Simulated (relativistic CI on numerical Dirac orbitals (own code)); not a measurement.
## Electric-dipole lines of Ba⁴¹⁺

Computed by Dirac-Coulomb-Breit CI, separate exchange-only KLI orbitals for each configuration, a model potential for QED, unscaled Slater integrals (own radial code, finite nucleus).

Configurations in the expansion (outside the closed core [Ne]): 3s2.3p3, 3s.3p4, 3s2.3p2.3d, 3p5, 3s.3p3.3d, 3p4.3d, 3s.3p2.3d2, 3s2.3p.3d.4p, 3p4.4s, 3s.3p2.3d.4s, 3p4.4p, 3s2.3p2.4s, 3s2.3p.3d2, 3s2.3d3, 3s.3p.3d3, 3s2.3d2.4s, 3p3.3d2, 3p2.3d3, 3p2.3d2.4s, 3s2.3p.3d.4s, 3s.3p.3d2.4s, 3s2.3d.4s2, 3s.3p2.3d.4p, 3s.3p.3d2.4p, 3p2.3d2.4p, 3s.3p.3d.4s.4p. Double excitations out of closed p, d and f shells are left out; levels of such configurations are missing from the list, as are those of other unlisted configurations, and high levels can miss mixing partners.

```tsv
λ vac (nm)	Lower	Upper	A (s⁻¹)	gf	Branching (%)
4.3548	3s2.3p2.3d 4F_3/2 [5]	3s2.3p.3d2 4F°_3/2 [65]	1.01e+12	1.15e+00	97.6
4.3581	3s2.3p2.3d 2G_7/2 [14]	3s2.3p.3d2 4F°_7/2 [119]	4.32e+11	9.84e-01	43.7
4.3834	3s2.3p2.3d 4D_7/2 [15]	3s2.3p.3d2 4P°_5/2 [131]	6.95e+11	1.20e+00	95.5
4.4308	3s.3p4 4P_5/2 [8]	3s.3p3.3d 4P°_3/2 [89]	5.51e+11	6.49e-01	65.8
4.4386	3s2.3p3 2P°_3/2 [1]	3s2.3p2.3d 2P_1/2 [21]	7.13e+11	4.21e-01	99.9
4.4387	3s.3p4 4P_5/2 [6]	3s.3p3.3d 4D°_7/2 [75]	4.08e+11	9.63e-01	87.4
4.4401	3s2.3p3 2P°_3/2 [1]	3s2.3p2.3d 4P_3/2 [20]	9.69e+11	1.15e+00	99.8
4.4561	3s2.3p3 4S°_3/2 [2]	3s2.3p2.3d 2D_3/2 [37]	4.91e+11	5.85e-01	60.6
4.4633	3s2.3p3 4S°_3/2 [2]	3s2.3p2.3d 2P_1/2 [36]	6.39e+11	3.82e-01	95.0
4.4723	3s.3p4 4P_5/2 [6]	3s.3p3.3d 4S°_3/2 [73]	4.73e+11	5.67e-01	85.4
4.4753	3s2.3p3 4S°_3/2 [2]	3s2.3p2.3d 2D_5/2 [35]	2.14e+11	3.86e-01	33.7
4.5085	3s.3p4 4P_5/2 [6]	3s.3p3.3d 4P°_5/2 [72]	6.44e+11	1.18e+00	95.4
4.5104	3s2.3p3 2P°_3/2 [1]	3s2.3p2.3d 2D_5/2 [18]	4.72e+11	8.64e-01	97.5
4.5378	3s2.3p3 2P°_1/2 [4]	3s2.3p2.3d 2D_3/2 [43]	5.54e+11	6.84e-01	94.9
4.5518	3s.3p4 4P_5/2 [8]	3s.3p3.3d 4P°_5/2 [84]	4.47e+11	8.33e-01	67.9
4.5588	3s2.3p3 2D°_5/2 [3]	3s2.3p2.3d 2F_7/2 [39]	3.57e+11	8.91e-01	100.0
4.6223	3s2.3p3 2D°_5/2 [3]	3s2.3p2.3d 2D_5/2 [35]	4.19e+11	8.05e-01	65.8
4.6694	3s2.3p2.3d 2G_9/2 [19]	3s2.3p.3d2 4G°_9/2 [124]	5.60e+11	1.83e+00	79.1
4.7214	3s2.3p2.3d 2D_5/2 [18]	3s2.3p.3d2 4F°_7/2 [119]	3.82e+11	1.02e+00	38.7
4.8850	3s2.3p2.3d 4F_3/2 [5]	3s2.3p.3d2 4G°_5/2 [54]	2.58e+11	5.54e-01	96.7
5.2204	3s2.3p3 2P°_3/2 [7]	3s.3p4 2P_1/2 [59]	8.12e+11	6.64e-01	99.5
5.2976	3s2.3p2.3d 2G_9/2 [19]	3s.3p3.3d 4D°_7/2 [107]	3.08e+11	1.04e+00	51.9
5.3365	3s2.3p3 2D°_5/2 [3]	3s.3p4 2P_3/2 [28]	3.59e+11	6.14e-01	70.8
5.5057	3s2.3p2.3d 4F_3/2 [5]	3s.3p3.3d 4G°_5/2 [44]	1.71e+11	4.65e-01	87.1
5.6196	3s2.3p2.3d 4F_9/2 [38]	3s.3p3.3d 4F°_9/2 [159]	4.78e+11	2.26e+00	89.6
5.6967	3s2.3p3 2D°_5/2 [3]	3s.3p4 2D_5/2 [27]	2.43e+11	7.09e-01	89.1
5.8661	3s2.3p3 2P°_3/2 [7]	3s2.3p2.3d 2D_5/2 [51]	3.89e+11	1.21e+00	98.0
5.9188	3s2.3p3 4S°_3/2 [2]	3s2.3p2.3d 2D_5/2 [23]	2.47e+11	7.78e-01	77.3
5.9818	3s2.3p3 2P°_3/2 [7]	3s2.3p2.3d 2D_3/2 [50]	2.89e+11	6.21e-01	91.1
6.2489	3s2.3p3 2D°_5/2 [3]	3s2.3p2.3d 2F_7/2 [22]	1.36e+11	6.36e-01	100.0
```

Terms are leading LS components. Brackets give the number of a level in order of energy, since labels repeat. The list gives strong lines, with weight on those to low levels, without lines whose two gauges differ by over a factor of 2.5, among the lowest 200 of 3317 levels, so that lines to higher ones, which can be the strongest, are missing. Levels whose partners in the same complex of configurations lie outside the list can be far off, and so can their lines. Rates are taken at the computed energies, electric ones in the length gauge.

At this charge energies of transitions that change n are usually good to better than 1 %, and those within a shell (Δn = 0) to a few per cent.

LS names give the leading component of a level, which can be under half, so a name can repeat, a term be missing and a line seem to break the LS rules.
